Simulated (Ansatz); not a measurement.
Coupled-cluster diagnostics for Al₅As₄H₁₆⁻, a cluster cut from zinc blende AlAs (hydrogen-capped), Ansatz.

Geometry of the singlet (PBE-D4/def2-SVP):

```xyz
25

Al   -2.708   -1.347   -0.706
Al   -1.489    0.984    2.538
Al    1.022   -2.206    1.195
Al    1.308   -0.595   -2.754
Al    2.530    1.733    0.496
As   -1.285   -1.198    1.341
As   -1.154   -0.141   -2.314
As    0.143    2.330    1.131
As    2.100   -0.563   -0.386
H    -4.066   -0.482   -0.595
H    -2.786   -2.851   -1.280
H    -2.946    1.658    2.380
H    -0.805    0.937    3.997
H     0.925   -3.648    0.479
H     1.737   -2.101    2.638
H     1.337   -2.077   -3.387
H     1.880    0.638   -3.623
H     3.324    1.708    1.898
H     2.999    2.768   -0.650
H    -2.021   -2.144    2.295
H    -1.854   -0.105   -3.675
H    -1.296    1.354   -2.033
H     0.172    3.748    1.706
H    -0.589    2.705   -0.157
H     3.525   -1.106   -0.535
```

Correlated methods freeze 61 core orbitals; core or outer-core shells of As are correlated, in sets that lack core-valence functions.

Q: Estimate the CCSD(T) correlation energy, the shares of MP2 and (T), T1 and the reference's ⟨S²⟩ for: charge -1, singlet, own geometry in def2-SVP; and the rough time on 2 threads of AMD EPYC 7R13 on a shared host and a share (18 GiB) of an NVIDIA H100 80GB HBM3.

A: 
```tsv
state	basis	correlation (eV)	MP2 share (%)	(T) share (%)	T1	⟨S²⟩ (pure)	wall time
charge -1, singlet, own geometry	def2-SVP	-40.504	90.1	2.9	0.010	0.00 (0.00)	19 s
```
Customary marks for T1 are 0.02 (closed shells), 0.045 (open shells) and about 0.05 (3d metals). T1 stays under 0.02 throughout.
